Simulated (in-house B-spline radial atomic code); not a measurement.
# The praseodymium ion Pr⁵⁺: [Kr] 4d10 5s1 5p6 8g1 (an excited or competing configuration)

Method: Dirac-Hartree-Fock, average of configuration, Fermi nucleus of rms radius 4.8919 fm. Calculated with a B-spline radial code for spherical atoms.

Effective charges: Z_r = [3n² - l(l+1)]/(2<r>) from the radius, Z_e = n√(-2ε) from the energy, and Slater's rules. Values are occupation-weighted means over j. An effective charge above Z reflects the relativistic contraction of the inner shells.

| shell | electrons | ε (eV) | <r> (bohr) | Z_r | Z_e | Slater |
| --- | --- | --- | --- | --- | --- | --- |
| 1s | 2 | -42320 | 0.02409 | 62.27 | 55.77 | 58.70 |
| 2s | 2 | -6995.7 | 0.1025 | 58.55 | 45.35 | 54.85 |
| 2p | 6 | -6276.7 | 0.09034 | 55.35 | 42.96 | 54.85 |
| 3s | 2 | -1631.9 | 0.2709 | 49.83 | 32.86 | 47.75 |
| 3p | 6 | -1397.3 | 0.269 | 46.47 | 30.40 | 47.75 |
| 3d | 10 | -1060.2 | 0.2469 | 42.54 | 26.48 | 37.85 |
| 4s | 2 | -417.46 | 0.617 | 38.90 | 22.16 | 31.25 |
| 4p | 6 | -336.91 | 0.6488 | 35.45 | 19.90 | 31.25 |
| 4d | 10 | -215.65 | 0.7078 | 29.67 | 15.92 | 19.85 |
| 5s | 1 | -122.64 | 1.377 | 27.22 | 15.01 | 13.60 |
| 5p | 6 | -94.448 | 1.523 | 23.96 | 13.17 | 13.60 |
| 8g | 1 | -7.7815 | 14 | 6.14 | 6.05 | - |

The least bound orbital is 8g7/2 at -7.781 eV, and it is also the most diffuse (<r> = 14 bohr). The part-filled 5s shell lies below the filled 5p shell in orbital energy.

Spin-orbit splittings of the orbital energies (j = l + 1/2 above j = l - 1/2 when positive): 2p 483.6 eV, 3p 97.98 eV, 3d 20.79 eV, 4p 21.87 eV, 4d 3.969 eV, 5p 4.256 eV, 8g -0.001122 eV.

For the 1s electron the small component carries 4.78 % of the norm, the zero-frequency Breit interaction raises the level by 115.9 eV, self-energy by 67.9 eV, and vacuum polarisation lowers it by 10.27 eV.
